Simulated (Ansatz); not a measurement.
Stepwise reaction of `[O]=[W](=[O])([OH])[OH]` with hydrogen chloride, as a gas-phase model of exchange steps in deposition or etching. ΔE in kJ/mol; ΔG adds harmonic PBE0-D4 terms to CCSD(T)/CBS, at 1 bar.

Gas-phase electronic energies from Ansatz, PBE0-D4/def2-TZVP geometries. CBS: MP2 limit from def2 TZ/QZ plus the TZ coupled-cluster correction, frozen cores. This one scheme is used for every species. Functionals use def2-TZVPP. B3LYP here is the variant with VWN-RPA as its local correlation; programs differ in this. def2 core potentials past Kr. For W outer-core shells are correlated without core-valence functions, which leaves a few kJ/mol of doubt a bond. Each species was taken in one conformer, which may not be the lowest.

| step | reaction | PBE-D4 | B3LYP-D4 | ωB97M-V | CCSD(T)/CBS | ΔG(400 K) |
| --- | --- | --- | --- | --- | --- | --- |
| 1 | `[O]=[W](=[O])([OH])[OH]` + HCl → `[O]=[W](=[O])([OH])[Cl]` + H₂O | -25.6 | -22.3 | -20.9 | -29.3 | -25.4 |

(1) Give the row of step 2, `[O]=[W](=[O])([OH])[Cl]` + HCl → `[O]=[W](=[O])([Cl])[Cl]` + H₂O. (Best estimate.)

(2) By hand: ΔE of the 2 steps together at CCSD(T)/CBS.

## Answers

(1) The calculation gave: 
```tsv
step	reaction	PBE-D4	B3LYP-D4	ωB97M-V	CCSD(T)/CBS	ΔG(400 K)
2	`[O]=[W](=[O])([OH])[Cl]` + HCl → `[O]=[W](=[O])([Cl])[Cl]` + H₂O	-21.1	-17.9	-15.9	-25.2	-17.1
```

(2) (-29.3) + (-25.2) = -54.5 kJ/mol, or -27.2 kJ/mol a step.

In ΔE the steps differ by no more than 4.1 kJ/mol. All are downhill at CCSD(T)/CBS. ΔG lies between -25.4 and -17.1 kJ/mol a step. PBE-D4 differs from CCSD(T)/CBS by 3.7 to 4.1 kJ/mol a step. Isolated molecules leave out the surface, adducts and barriers. Largest T1 diagnostic: 0.023.
